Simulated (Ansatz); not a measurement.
Ideal-gas functions of `[OH][Al]([OH])[Br]` at 600 K and 1 bar, from an Ansatz frequency run at PBE0-D4/def2-TZVP.

Molar mass 140.9 g/mol, point group C2v (symmetry number 2), electronic degeneracy 1, moments of inertia 77.108, 266.609, 343.717 u Å². Harmonic wavenumbers (cm⁻¹, unscaled): 158, 203, 250, 307, 361, 387, 615, 668, 809, 971, 3967, 3968.

Use S(trans) = R[1.5 ln M + 2.5 ln T − 1.1517]; rotational temperatures θ = 24.2544 K / I; S(rot) = R[ln(√π/σ · √(T³/θAθBθC)) + 1.5]; for each mode x = 1.438777 ν̃/T, S = R[x/(eˣ − 1) − ln(1 − e⁻ˣ)] and H = RT x/(eˣ − 1); 1 cm⁻¹ = 0.0119627 kJ/mol; R = 8.31446 J/(mol·K).

Question: By hand: the entropy, in J/(mol·K).

Answer: Translation 185.1. Rotation: θ = 0.3146, 0.091, 0.0706 K, giving 117.0. Vibration, mode by mode: 16.43, 14.38, 12.69, 11.05, 9.77, 9.23, 5.80, 5.23, 4.00, 2.94, 0.01, 0.01, in all 91.5. Electronic 0.0. Sum 393.6 J/(mol·K).

Question: By hand: H − E and G − E in kJ/mol, counted from the electronic energy.

Answer: Zero-point energy ½ × 12664 × 0.0119627 = 75.7; thermal vibration 28.2; translation, rotation and pV give 4 RT = 20.0. H − E = 123.9 kJ/mol, and G − E = 123.9 − 600 × 393.6/1000 = -112.3 kJ/mol.

Vibration gives 23 % of the entropy. The sum counts one conformer and one mirror image; others add a mixing term.
